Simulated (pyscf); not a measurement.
Optimised with ωB97X-D3(BJ)/def2-SVP in PySCF. Correlated levels are frozen-core, on RHF or UHF. ΔMP2 is the change of the MP2 total energy from the triple- to the quadruple-zeta basis.

Q: For the elementary gas-phase step BiH₃ + GeH₂ [singlet] → H₃Ge–BiH₂ (singlet surface; Bi–H broken, Bi–Ge, Ge–H formed), what barrier and reaction energy does CCSD(T)/def2-TZVPP + ΔMP2(QZVPP) give, measured from the separated reactants?

A: ΔE‡ = -12.1 kcal/mol, ΔE = -54.4 kcal/mol. Zero-point energy shifts the barrier by +2.0 kcal/mol. It is an insertion, with an imaginary mode of 325i cm⁻¹. On the reactant side the descent ends in an adduct with a Bi–Ge, Ge–H contact, 16.7 kcal/mol under the separated species and 0.5 kcal/mol under the saddle at ωB97X-D3(BJ)/def2-TZVP. At CCSD(T) the saddle lies under the separated reactants, which points to a path from their complex (located at ωB97X-D3(BJ) alone). What is counted as formed (Bi–Ge, Ge–H) is already present as a longer contact in the reactant adduct; forming that adduct is a step of its own. At ωB97X-D3(BJ) the barrier from the zero used here is -16.2 kcal/mol. One saddle was located; it need not be the lowest between these sides. The CCSD(T) − MP2 part came from Ansatz, without density fitting, on the same reference. The frozen core leaves the outer d or s,p core shells of the metals and heavy elements correlated in the MP2 and CC values, and def2-TZVPP describes them poorly, which can shift differences by a few kcal/mol. Elements up to Kr have no core potential and no relativistic terms here. Elements past Kr carry the def2 core potentials, without spin-orbit coupling.
